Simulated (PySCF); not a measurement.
Species: C₅H₉NO₂.
Cartesian coordinates in Å at the PBE0-D3(BJ)/def2-SVP level; atoms count from 1:
```xyz
17
C5H9NO2 angstrom
C      3.0012    0.0636   -0.4350
O      1.6576    0.0744   -0.8109
C      0.7786    0.2092    0.2545
C     -0.6353    0.0390   -0.2802
C     -0.8325   -1.3137   -0.8459
N     -1.0332   -2.3728   -1.2655
O     -1.5153    0.2970    0.7657
C     -2.8669    0.3441    0.3959
H      3.2967    1.0043    0.0693
H      3.2304   -0.7790    0.2454
H      3.6025   -0.0488   -1.3471
H      0.8376    1.2093    0.7284
H      0.9602   -0.5461    1.0446
H     -0.7730    0.7552   -1.1168
H     -3.2185   -0.6249   -0.0025
H     -3.4424    0.5847    1.2990
H     -3.0516    1.1251   -0.3657
```

All values: wB97X-D/def2-SVPD (PySCF, non-relativistic), on one gas-phase PBE0-D3(BJ)/def2-SVP geometry that isn't relaxed in the solvent. The solvent is an IEF-PCM continuum (van der Waals radii × 1.2). Only the electrostatic response of the medium enters.

Gas phase at wB97X-D/def2-SVPD: HOMO -9.94 eV, LUMO 1.98 eV, dipole 3.71 D.

Task: What does the continuum do to the energy, the frontier levels and the dipole at wB97X-D/def2-SVPD in methanol and water?

Result: 
```
 solvent      ε  E(solvent) − E(gas) (kcal/mol)  polarisation term (kcal/mol)  distortion of the solute (kcal/mol)  HOMO (eV)  LUMO (eV)  dipole (D)
methanol  32.61                           -8.17                         -9.71                                 1.54      -9.74       1.81        4.82
   water  78.36                           -8.42                        -10.06                                 1.64      -9.74       1.80        4.86
```

Polarisation term: ½ Σ q·V over the induced surface charges. Distortion: the rise of the solute's own energy as its density leaves the gas-phase optimum. The atom shares or the degeneracy of the LUMO differ from the gas phase in methanol and water, so that column needn't follow one orbital. From methanol to water the lowering changes by a factor 1.03, Onsager's factor (ε − 1)/(2ε + 1) by 1.03 and ε itself by 2.4.

Task: Which radius a makes the point-dipole formula ΔE = −[(ε − 1)/(2ε + 1)]·μ²/a³ give the value in water, with the gas-phase dipole?

Result: μ = 1.460 au and |ΔE| = 0.01341 Eh give a = 2.26 Å; the farthest nucleus lies 3.81 Å from the centroid of the nuclei, so such a sphere wouldn't even hold the nuclei. The formula assumes a rigid point dipole at the centre of a sphere.

Task: Give the dipole vector in the frame of the coordinates (D, pointing from negative to positive charge), gas and water.

Result: Gas (0.72, 3.34, 1.45), solvent (0.81, 4.41, 1.88). Its length changes by +31 % and its direction by 2°.

Task: How does the static polarisability (wB97X-D/def2-SVPD, frozen core, with the continuum's full static response) change?

Result: 
```csv
medium,isotropic (au),principal values (au),⟨r²⟩ of the electrons (bohr²)
gas,74.2,"61.5, 77.4, 83.8",1229.8
methanol,95.9,"84.4, 98.8, 104.4",1229.7
water,96.7,"85.5, 99.2, 105.4",1229.7
```

The isotropic value in water is 1.30 times the gas-phase one; no cavity-field correction is applied. ⟨r²⟩ is taken about the centre of nuclear charge.

The run took about 1.9 min of CPU time (one thread, shared machine). This is the whole response run at wB97X-D/def2-SVPD in water, SCF included.

Note: wB97X-D ran without an empirical dispersion term, which enters the total energy and its gradient alone.
